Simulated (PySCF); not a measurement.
## Solvent effects on NMR parameters

Geometry:
| atom | x (Å) | y (Å) | z (Å) |
| --- | --- | --- | --- |
| C1 | 2.804 | -0.118 | -0.440 |
| C2 | 1.627 | 0.514 | 0.266 |
| O3 | 0.490 | -0.301 | 0.114 |
| Si4 | -1.052 | 0.176 | 0.559 |
| N5 | -1.637 | 1.596 | -0.221 |
| Si6 | -2.378 | -1.654 | -0.035 |
| H7 | 3.008 | -1.116 | -0.023 |
| H8 | 3.707 | 0.500 | -0.329 |
| H9 | 2.589 | -0.236 | -1.512 |
| H10 | 1.857 | 0.648 | 1.342 |
| H11 | 1.434 | 1.524 | -0.146 |
| H12 | -1.063 | 0.505 | 2.021 |
| H13 | -1.838 | 1.626 | -1.213 |
| H14 | -1.514 | 2.521 | 0.172 |
| H15 | -1.768 | -2.948 | 0.400 |
| H16 | -2.548 | -1.687 | -1.523 |
| H17 | -3.737 | -1.539 | 0.581 |

GIAO PBE0/pcSseg-1 in PySCF on one PBE0-D3(BJ)/def2-SVP conformer, non-relativistic, equivalent nuclei averaged. Solvents enter as an IEF-PCM continuum (cyclohexane with ε = 2.0, chloroform with ε = 4.7) around the gas-phase geometry. Shifts are referred to TMS computed in the same medium.

Gas phase, δ in ppm: C2 60.1, C1 20.0, Si4 -19.9, Si6 -110.0, H12 5.02, H11 3.83, H10 3.49, H15/H16/H17 3.33, H7/H8/H9 1.26, H13/H14 1.10. Dipole moment 2.42 D.

Question: How does each δ change in the continuum?

Answer: 
| atoms | environment | Δδ, cyclohexane | Δδ, chloroform |
| --- | --- | --- | --- |
| C2 | sp3 CH2 bonded to O | +0.3 | +0.6 |
| C1 | methyl carbon | +0.2 | +0.3 |
| Si4 | silicon bonded to N, O, Si, H | -0.1 | -0.2 |
| Si6 | silicon bonded to Si, 3 H | -0.3 | -0.6 |
| H12 | hydrogen on a silicon bonded to N, O, Si | -0.03 | -0.05 |
| H11 | hydrogen on an sp3 CH2 bonded to O | +0.04 | +0.08 |
| H10 | hydrogen on an sp3 CH2 bonded to O | +0.03 | +0.06 |
| H15/H16/H17 | hydrogen on a silicon bonded to Si | -0.03 | -0.06 |
| H7/H8/H9 | hydrogen on a methyl carbon | 0.00 | 0.00 |
| H13/H14 | hydrogen on a nitrogen bonded to Si | +0.22 | +0.39 |

Changes are relative to the gas phase. The dipole moment becomes 2.67 D in cyclohexane, 2.89 D in chloroform.

Question: Which nuclei move most (in ppm), and what does the model miss?

Answer: C2 (sp3 CH2 bonded to O, +0.6 ppm) and Si6 (silicon bonded to Si, 3 H, -0.6 ppm) in chloroform. A continuum only polarises the solute; specific hydrogen bonds, the anisotropy of aromatic solvents and changes of geometry or conformer are outside it.
